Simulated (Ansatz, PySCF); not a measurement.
C4H7FO, SMILES F[C@H]1[C@](C)(O)C1. Atoms are numbered in the order given.

```xyz
13

C      1.5305     0.5329     0.3923
C      0.0583     0.2115     0.4866
O     -0.4107    -0.0814     1.7713
C     -0.9243     0.8549    -0.4853
C     -0.5866    -0.6057    -0.5812
F      0.1760    -1.0224    -1.6352
H      1.8510     0.6374    -0.6532
H      2.1169    -0.2750     0.8572
H      1.7585     1.4742     0.9206
H     -0.3981     0.7394     2.2832
H     -0.5144     1.5087    -1.2603
H     -1.9170     1.1206    -0.1121
H     -1.3276    -1.3516    -0.2761
```
Charge 0, spin multiplicity 1.

Coordinates come from a B3LYP-D3(BJ)/def2-SVP optimisation. The structure was generated by enumeration; whether it is a known compound was not checked. One conformer was computed; it need not be the lowest.

Two levels are set side by side: PBE-D3(BJ)/def2-SVP (Ansatz, an electronic-structure program) and B3LYP-D3(BJ)/def2-SVP (Ansatz). Each level has its own optimised geometry; the coordinates shown are those of the second. Frequencies come from the Hessian of PySCF at each geometry. Differences are taken from unrounded values.

```tsv
quantity	B3LYP-D3(BJ)	PBE-D3(BJ)	PBE-D3(BJ) minus B3LYP-D3(BJ)
mean bond length (Å)	1.257	1.264	0.007
bond C1–C2 (Å)	1.510	1.512	0.002
bond C2–O3 (Å)	1.399	1.404	0.005
bond C2–C4 (Å)	1.525	1.531	0.006
bond C2–C5 (Å)	1.491	1.500	0.008
bond C4–C5 (Å)	1.502	1.507	0.005
bond C5–F6 (Å)	1.366	1.372	0.005
bond C1–H7 (Å)	1.099	1.106	0.008
bond C1–H8 (Å)	1.101	1.109	0.007
bond C1–H9 (Å)	1.103	1.111	0.007
bond O3–H10 (Å)	0.967	0.976	0.009
bond C4–H11 (Å)	1.094	1.101	0.008
bond C4–H12 (Å)	1.093	1.101	0.008
bond C5–H13 (Å)	1.095	1.104	0.009
highest harmonic wavenumber (cm⁻¹)	3790	3673	-117
mean harmonic wavenumber (cm⁻¹)	1401	1362	-39
zero-point energy (kcal/mol)	66.11	64.26	-1.84
```

GGA bonds tend to be longer and softer than those of functionals with exact exchange. Differences between two approximate levels are no errors against the true value.
